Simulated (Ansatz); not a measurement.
`O=C[NH][GeH2][OH]` and `O=C[NH][GeH3]` differ in one atom or group.

Ansatz, PBE0-D4/def2-TZVP geometries, multiplicity 1. Each molecule was computed in one conformer, which needn't be the lowest.

Scalar relativity is left out up to krypton.

```
                                          property  `O=C[NH][GeH2][OH]`
size of the dipole moment (ωB97M-V/def2-TZVPP) / D                 4.64
             LUMO energy (ωB97M-V/def2-TZVPP) / eV                 1.79
                 LUMO energy (PBE/def2-TZVPP) / eV                -1.14
             HOMO energy (ωB97M-V/def2-TZVPP) / eV               -10.08
                HOMO energy (PBE0/def2-TZVPP) / eV                -7.66
              HOMO–LUMO gap (PBE0/def2-TZVPP) / eV                 7.54
```

Q: Give the same properties after the change, and the shifts. (Estimate.)

A: Computed: 
```tsv
property	`O=C[NH][GeH3]`	shift
size of the dipole moment (ωB97M-V/def2-TZVPP) / D	3.47	-1.17
LUMO energy (ωB97M-V/def2-TZVPP) / eV	2.04	0.25
LUMO energy (PBE/def2-TZVPP) / eV	-0.79	0.35
HOMO energy (ωB97M-V/def2-TZVPP) / eV	-10.09	-0.01
HOMO energy (PBE0/def2-TZVPP) / eV	-7.66	0.00
HOMO–LUMO gap (PBE0/def2-TZVPP) / eV	7.98	0.44
```

The zero-point energy changes by -16.4 kJ/mol with -3 modes. Dipoles are sizes alone; their direction can turn.

Positive LUMOs are unbound, so they and the gaps depend on the basis.
